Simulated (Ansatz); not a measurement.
`C=COC(=O)[SiH3]` and `C=COC(C)=O` differ in one atom or group.

Ansatz, PBE0-D4/def2-TZVP geometries, multiplicity 1. Each molecule was computed in one conformer, which needn't be the lowest.

```json
{"property": "LUMO energy (ωB97M-V/def2-TZVPP) / eV", "`C=COC(=O)[SiH3]`": "0.96"}
{"property": "LUMO energy (B3LYP/def2-TZVPP) / eV", "`C=COC(=O)[SiH3]`": "-1.41"}
{"property": "size of the dipole moment (ωB97M-V/def2-TZVPP) / D", "`C=COC(=O)[SiH3]`": "1.51"}
{"property": "HOMO–LUMO gap (PBE/def2-TZVPP) / eV", "`C=COC(=O)[SiH3]`": "4.22"}
{"property": "size of the dipole moment (PBE/def2-TZVPP) / D", "`C=COC(=O)[SiH3]`": "1.45"}
{"property": "HOMO energy (B3LYP/def2-TZVPP) / eV", "`C=COC(=O)[SiH3]`": "-7.31"}
```

Q: Give the same properties after the change, and the shifts. (Estimate.)

A: Ansatz gave: 
| property | `C=COC(C)=O` | shift |
| --- | --- | --- |
| LUMO energy (ωB97M-V/def2-TZVPP) / eV | 1.81 | 0.85 |
| LUMO energy (B3LYP/def2-TZVPP) / eV | -0.66 | 0.75 |
| size of the dipole moment (ωB97M-V/def2-TZVPP) / D | 1.81 | 0.30 |
| HOMO–LUMO gap (PBE/def2-TZVPP) / eV | 4.74 | 0.52 |
| size of the dipole moment (PBE/def2-TZVPP) / D | 1.77 | 0.32 |
| HOMO energy (B3LYP/def2-TZVPP) / eV | -7.15 | 0.16 |

With PBE0 the HOMO rises by 0.16 eV and the LUMO rises by 0.80 eV, so the gap widens by about 0.64 eV. PBE moves the HOMO by 0.20 eV and ωB97M-V by 0.13 eV. Dipoles are sizes alone; their direction can turn.

B3LYP here is the variant with VWN-RPA as its local correlation; programs differ in this.
